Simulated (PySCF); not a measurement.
A structure optimised at PBE-D3(BJ)/def2-SVP, used in a PySCF frequency run:

```xyz
10

In    -0.4691     0.2676    -0.0114
H     -2.0839     0.8772    -0.1640
C      0.6179    -1.2077    -1.1509
C      1.7751    -1.7448    -0.7157
H      0.2169    -1.5518    -2.1220
H      2.3263    -2.5077    -1.2976
H      2.2365    -1.4593     0.2466
N      0.5829     0.9557     1.6004
H      0.2645     1.7378     2.1770
H      1.5896     0.8168     1.7144
```

Q: Write its SMILES and formula.

A: C=[CH][InH][NH2], C₂H₆InN

Q: What are its rotational constants (standard atomic weights)?

A: 7.0302, 2.8121, 2.0137 GHz
